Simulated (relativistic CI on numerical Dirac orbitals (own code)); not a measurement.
Spin-allowed bands of a d3 ion in an octahedral site, by hand

Problem. Take Δ = 21900 cm⁻¹ and B = 440 cm⁻¹ for a d3 ion in an octahedral site. Calculate the three spin-allowed bands.

Working.
1. The terms of highest spin are 4F (energy 0) and 4P (15B = 6600 cm⁻¹). Here the F term splits into A2 at −1.2Δ = -26280, T2 at −0.2Δ = -4380 and T1 at +0.6Δ = 13140 cm⁻¹.
2. The two T1 states mix through the element 0.4Δ: H = [[13140, 8760], [8760, 6600]], with roots ½(H₁₁ + H₂₂) ∓ ½√[(H₂₂ − H₁₁)² + 4H₁₂²] = ½(19740) ∓ ½(18701) = 520 and 19220 cm⁻¹.
3. The ground term is 4A2 at -26280 cm⁻¹.
4. Bands: 4T2 21900 cm⁻¹ (457 nm), 4T1(F) 26800 cm⁻¹ (373 nm), 4T1(P) 45500 cm⁻¹ (220 nm).

Check. Exact diagonalisation of the whole d3 shell with these parameters gives 4T2 21900, 4T1 26800, 4T1 45500 cm⁻¹. The match is exact, since without spin-orbit coupling no other term has this spin. The ratio of the second band to the first, 1.224, depends on Δ/B = 49.8 alone, which is how a Tanabe-Sugano diagram is read.
